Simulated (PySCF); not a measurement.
## Molecular orbitals of RuS

r²SCAN at R = 2.071 Å; PySCF, scalar-relativistic core potentials, basis sets Ru def2-TZVPP with ECP28, S def2-TZVPP. State: ⁵Δ (quintet), unpaired electrons σ ↑, π ↑↑, δ ↑. Only the outer orbitals are listed, counted within each symmetry, core potentials removing the inner ones.

```tsv
spin	orbital	occ.	ε (eV)	on Ru (%)	main shells (%)
α	7σ	1	-8.94	51	49 Ru d, 43 S p
α	3π	1	-8.46	65	65 Ru d, 34 S p
α	3π	1	-8.46	65	65 Ru d, 34 S p
α	1δ	1	-7.42	100	100 Ru d
α	1δ	1	-6.40	100	100 Ru d
α	8σ	1	-6.05	77	50 Ru s, 27 Ru d, 23 S p
α	4π	1	-5.44	39	61 S p, 32 Ru d
α	4π	1	-5.44	39	61 S p, 32 Ru d
α	9σ	0	-3.10	74	34 Ru s, 29 Ru p, 25 S p
α	5π	0	-0.50	96	94 Ru p
α	5π	0	-0.50	96	94 Ru p
β	7σ	1	-7.99	32	61 S p, 28 Ru d
β	3π	1	-6.85	41	57 S p, 40 Ru d
β	3π	1	-6.85	41	57 S p, 40 Ru d
β	1δ	1	-4.99	100	100 Ru d
β	8σ	0	-3.80	82	46 Ru d, 37 Ru s, 17 S p
β	4π	0	-3.29	62	56 Ru d, 37 S p
β	4π	0	-3.29	62	56 Ru d, 37 S p
```

Task: Which are the highest filled and the lowest empty level, where do they sit, and how wide is the gap?

Result: Highest filled β 1δ at -4.99 eV (in %: 100 Ru d); lowest empty β 8σ at -3.80 eV (in %: 46 Ru d, 37 Ru s, 17 S p); the gap at r²SCAN is 1.19 eV.

```
bond order (Mayer)                              : 2.30
⟨S²⟩                                            : 6.016
charge on Ru (Mulliken, basis-dependent)        : 0.37
charge on Ru (Löwdin, basis-dependent)          : -0.09
dipole moment (positive dipole means Ru(−)S(+)) : -3.71 D
```

Spin–orbit coupling is left out. The state is the lowest single determinant that the PBE0 search found; with open d or f shells the true ground state can be another one.
